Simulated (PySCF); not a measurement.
From computed data to an observable: oscillator strength and radiative lifetime

dimethyl(silyl)silane (C₂H₁₀Si₂), SMILES C[SiH]([SiH3])C.

Geometry optimised at r2SCAN-D4/def2-SVP.

TDA-ωB97X/def2-SVPD run with PySCF puts the first singlet state with f over 0.02 at 7.34 eV (vertical), with the transition dipole (0.056, 0.485, 0.000) in atomic units.

Find the oscillator strength, the wavelength and the radiative lifetime that this transition would have in vacuum if emission retraced absorption.


|μ|² = 0.2384 au, so |μ| = 1.24 D. ΔE = 7.34/27.211 = 0.2697 hartree. f = (2/3) ΔE |μ|² = 0.043 (the program prints 0.043).
λ = 1239.84/7.34 = 169 nm; ν = 59201 cm⁻¹.
Einstein's coefficient A = 0.6670 ν² f s⁻¹ (ν in cm⁻¹) = 1.0e8 s⁻¹, so τ = 1/A = 10.0 ns. This state is S1. The figure is the radiative limit of this one transition; relaxation, internal conversion, crossing to triplets and a medium change what is measured.
